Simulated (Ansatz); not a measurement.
Consider the ligand exchange at a B–N bond: `B[N]([GeH3])C=C` + `BNCC` → `BN(B)CC` + `C=C[NH][GeH3]`.

Isolated molecules relaxed with PBE0-D4/def2-TZVP in Ansatz; ΔE leaves out vibrations. CBS: MP2 limit from def2 TZ/QZ plus the TZ coupled-cluster correction, frozen cores. Functionals use def2-TZVPP. B3LYP here is the variant with VWN-RPA as its local correlation; programs differ in this. For Ge outer-core shells are correlated without core-valence functions, which leaves a few kJ/mol of doubt a bond. Scalar relativity is left out up to krypton. One conformer a species, not always the lowest.

```json
{"level": "PBE-D4", "ΔE (kJ/mol)": "51.8", "difference from CCSD(T)/CBS": "2.1"}
{"level": "r2SCAN-D4", "ΔE (kJ/mol)": "47.8", "difference from CCSD(T)/CBS": "-1.9"}
{"level": "PBE0-D4", "ΔE (kJ/mol)": "48.0", "difference from CCSD(T)/CBS": "-1.7"}
{"level": "B3LYP-D4", "ΔE (kJ/mol)": "47.4", "difference from CCSD(T)/CBS": "-2.3"}
{"level": "ωB97X-V", "ΔE (kJ/mol)": "43.9", "difference from CCSD(T)/CBS": "-5.8"}
{"level": "ωB97M-V", "ΔE (kJ/mol)": "46.3", "difference from CCSD(T)/CBS": "-3.4"}
{"level": "B2PLYP", "ΔE (kJ/mol)": "46.5", "difference from CCSD(T)/CBS": "-3.2"}
{"level": "PBE", "ΔE (kJ/mol)": "50.6", "difference from CCSD(T)/CBS": "0.9"}
{"level": "r2SCAN", "ΔE (kJ/mol)": "47.6", "difference from CCSD(T)/CBS": "-2.1"}
{"level": "PBE0", "ΔE (kJ/mol)": "46.9", "difference from CCSD(T)/CBS": "-2.8"}
{"level": "B3LYP", "ΔE (kJ/mol)": "45.3", "difference from CCSD(T)/CBS": "-4.4"}
{"level": "HF/def2-TZVPP", "ΔE (kJ/mol)": "31.8", "difference from CCSD(T)/CBS": "-17.9"}
{"level": "MP2/def2-TZVPP", "ΔE (kJ/mol)": "48.6", "difference from CCSD(T)/CBS": "-1.1"}
{"level": "SCS-MP2/def2-TZVPP", "ΔE (kJ/mol)": "46.1", "difference from CCSD(T)/CBS": "-3.6"}
{"level": "CCSD/def2-TZVPP", "ΔE (kJ/mol)": "47.4", "difference from CCSD(T)/CBS": "-2.3"}
{"level": "CCSD(T)/def2-TZVPP", "ΔE (kJ/mol)": "50.1", "difference from CCSD(T)/CBS": "0.4"}
{"level": "HF/def2-QZVPP", "ΔE (kJ/mol)": "31.0", "difference from CCSD(T)/CBS": "-18.7"}
{"level": "MP2/def2-QZVPP", "ΔE (kJ/mol)": "48.1", "difference from CCSD(T)/CBS": "-1.6"}
{"level": "SCS-MP2/def2-QZVPP", "ΔE (kJ/mol)": "45.5", "difference from CCSD(T)/CBS": "-4.2"}
{"level": "HF/CBS(def2)", "ΔE (kJ/mol)": "30.9", "difference from CCSD(T)/CBS": "-18.8"}
{"level": "MP2/CBS(def2)", "ΔE (kJ/mol)": "48.2", "difference from CCSD(T)/CBS": "-1.5"}
{"level": "CCSD/CBS(def2)", "ΔE (kJ/mol)": "47.0", "difference from CCSD(T)/CBS": "-2.7"}
{"level": "CCSD(T)/CBS", "ΔE (kJ/mol)": "49.7", "difference from CCSD(T)/CBS": "0"}
```

Largest T1 diagnostic among the species: 0.013.

From PBE to PBE0 (25 % exact exchange), in def2-TZVPP and without D4, ΔE moves by −3.7 kJ/mol. In def2-TZVPP, CCSD(T) changes the Hartree–Fock value by +18.3 kJ/mol (the triples alone add +2.7 kJ/mol) and MP2 by +16.7 kJ/mol.
